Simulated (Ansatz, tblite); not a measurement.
Forces on Ga2PF3 at its PBE-D4/def2-SVP geometry. The state is a singlet with charge 0.

The xTB rows come from tblite. Another isomer (singlet) lies 1.52 eV lower at PBE0-D4/def2-TZVP; other spin states weren't run for this one.

GFN1-xTB (tblite), largest force 0.57 eV/Å:

```xyz
6
positions Å, forces eV/Å
Ga   -2.741   -0.737    0.712   -0.511   -0.118    0.212
Ga    0.141   -0.016   -0.255    0.378    0.096   -0.124
P     2.138    0.447   -1.120   -0.036   -0.035   -0.098
F    -1.511   -0.726   -0.960    0.002   -0.128   -0.549
F     2.883    1.017    0.266    0.053    0.032    0.062
F    -0.910    0.015    1.357    0.114    0.154    0.497
```

GFN2-xTB (tblite), largest force 1.37 eV/Å:

```
Ga -1.262 -0.313 0.431
Ga 0.625 0.243 0.165
P 0.975 0.142 -0.777
F -0.158 -0.171 -0.502
F -0.237 -0.036 0.185
F 0.059 0.135 0.499
```

PBE-D4/def2-TZVP (Ansatz), largest force 0.38 eV/Å:

```
Ga -0.195 -0.049 0.066
Ga 0.021 0.001 -0.033
P 0.143 0.122 0.325
F 0.049 -0.015 -0.133
F -0.135 -0.115 -0.302
F 0.117 0.056 0.077
```
